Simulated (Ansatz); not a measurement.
A structure relaxed at PBE0-D4/def2-SVP in Ansatz, charge 0, doublet:

Cartesian coordinates in Å:
```
Ti -0.7912 -0.9920 1.0306
Al 1.3309 0.5796 0.8079
Al 0.2686 -0.8632 -1.3925
Al -0.8082 1.2757 -0.4461
```

Q: Give its formula and point group.

A: TiAl₃ (the lowest doublet isomer of a short search). Point group Cs (tolerance 0.1 Å).

Q: Summarise the bond lengths by kind (pairs closer than 1.2 times the sum of covalent radii, bridged metal pairs left out).

A: 3 × Al–Ti 2.65 to 2.71 Å; 3 × Al–Al 2.57 to 2.84 Å. The metal has 3 neighbours: Al 2.65 Å, Al 2.65 Å, Al 2.71 Å.

The charge 0 doublet is spin-contaminated (final ⟨S²⟩ up to 2.20, 0.75 for a pure state). At PBE0-D4/def2-SVP a quartet of charge 0 lies 0.11 eV below the doublet, each at its own geometry. The structure comes from a short search, and lower isomers may exist.
